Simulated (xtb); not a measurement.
Al(OH)(SiH3)2 (AlH₇OSi₂), SMILES [OH][Al]([SiH3])[SiH3]. All values are semi-empirical tight-binding results from xtb (GFN2-xTB unless named), good for trends rather than for accurate numbers. Geometry optimised at GFN2-xTB. The structure was generated by enumeration; whether it is a known compound was not checked. Other conformers were not sampled.

Optimised geometry:

```xyz
11

Al    -0.2244    -0.2059     0.0005
O     -1.4431    -1.3244     0.0017
H     -2.1422    -1.9653     0.0012
Si    -0.7903     1.7867    -1.2731
H      0.2344     2.8461    -1.4067
H     -1.9712     2.5092    -0.7404
H     -1.1715     1.4888    -2.6753
Si     1.7144    -0.9386     1.2720
H      2.8679    -0.0185     1.3823
H      2.3143    -2.1916     0.7533
H      1.3931    -1.2694     2.6815
```
Charge 0, spin multiplicity 1.

For metal compounds this method's bond lengths and energies can be far off.

- point group as xtb finds it = C2
- orbital gap = 3.08 eV
- zero-point energy = 36.6 kcal/mol
- G − E(el) at 298.15 K (modified RRHO) = 15.2 kcal/mol

Problem. Give the atomic charges and the Wiberg bond orders between heavy atoms. (Estimate from the structure and the level; the computed values follow.)

Solution. charges (e) Al1 0.19, O2 -0.47, H3 0.30, Si4 0.36, H5 -0.14, H6 -0.12, H7 -0.12, Si8 0.36, H9 -0.14, H10 -0.12, H11 -0.12. Bond orders Al1–O2 1.40, Al1–Si4 0.89, Al1–Si8 0.89.
